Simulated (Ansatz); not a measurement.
**Energy profile**

The step: SiH₂Cl₂ ([Cl][SiH2][Cl]) + NH₃ + HF → SiH₂Cl₂F ([F][SiH2]([Cl])[Cl]) + NH₄; bonds formed: Si1–F7, H6–N9; bonds broken: H6–F7 (atoms numbered as in the saddle structure below).

```json
{"atom": "Si1", "x (Å)": "-0.4734", "y (Å)": "1.0796", "z (Å)": "-1.3005"}
{"atom": "Cl2", "x (Å)": "-0.8743", "y (Å)": "-0.9521", "z (Å)": "-1.6729"}
{"atom": "H3", "x (Å)": "-0.1205", "y (Å)": "1.4094", "z (Å)": "-2.7103"}
{"atom": "H4", "x (Å)": "-1.5808", "y (Å)": "2.0119", "z (Å)": "-1.0120"}
{"atom": "Cl5", "x (Å)": "1.4480", "y (Å)": "1.4502", "z (Å)": "-0.5284"}
{"atom": "H6", "x (Å)": "-0.2588", "y (Å)": "-0.2418", "z (Å)": "1.0372"}
{"atom": "F7", "x (Å)": "-0.9284", "y (Å)": "0.6054", "z (Å)": "0.6184"}
{"atom": "H8", "x (Å)": "0.3961", "y (Å)": "-1.8973", "z (Å)": "0.6715"}
{"atom": "N9", "x (Å)": "0.5269", "y (Å)": "-1.1566", "z (Å)": "1.3543"}
{"atom": "H10", "x (Å)": "1.4669", "y (Å)": "-0.7860", "z (Å)": "1.2528"}
{"atom": "H11", "x (Å)": "0.3983", "y (Å)": "-1.5227", "z (Å)": "2.2901"}
```

Electronic energies by CCSD(T) at an estimated basis limit (MP2 extrapolated from triple and quadruple zeta, plus CCSD(T) − MP2 in triple zeta), on PBE0-D4/def2-TZVP structures; SiNH6Cl2F, closed shell; no counterpoise correction. Program: Ansatz 0.2.0. Basis: def2-TZVPP and def2-QZVPP. Cores are frozen in the correlated methods. Extrapolation: Hartree–Fock as exp(−7.88 √X), correlation as X^−2.97.

Question: Give the profile in kJ/mol, counted from the separated reactants. (Judge from chemistry; the value comes from the calculation.)

Answer: By the calculation:
```
                                                                                                                                 point  kJ/mol
separated: SiH2Cl2 (linked as [Cl][SiH2][Cl]; Si1, Cl2, H3, H4, Cl5; singlet) + HF (H6, F7; singlet) + NH3 (H8, N9, H10, H11; singlet)     0.0
                                                                                                                       start structure   -68.3
                                                                                                                                saddle   -36.8
                                                                                                                         end structure   -46.7
```
The saddle lies below the separated reactants: the barrier is submerged.

The T1 diagnostic stays at or below 0.010. The start structure is not quite a true minimum (one mode of 34i cm⁻¹).

For scale, one of the runs: CCSD(T)/def2-TZVPP, 272 basis functions, launched by `ansatz run in.yaml --threads 8 --pin off --events-out ev --progress --plain --max-ram 19148MiB`. Time: 2.2 min of wall clock on 8 CPU threads of an Arm Neoverse V2; the host was shared. Peak host memory: 7 GiB.
